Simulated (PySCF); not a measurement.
C5H7N, SMILES C#C/C=N/CC.

Geometry: B3LYP-D3(BJ)/def2-SVP. The structure was generated by enumeration; whether it is a known compound was not checked. Other conformers were not sampled.

Vertical ionisation energy (IE) and electron affinity (EA) in eV. Rows of orbital energies are one-electron estimates. Where ΔSCF, EOM or ADC give a negative EA the extra electron is unbound and the value depends on the basis.

| level | IE | EA |
|---|---|---|
| −ε(HOMO), −ε(LUMO), M06-2X/def2-TZVP (PySCF) | 8.89 | 0.40 |
| −ε(HOMO), −ε(LUMO), PBE/def2-TZVP (PySCF) | 6.12 | 2.34 |
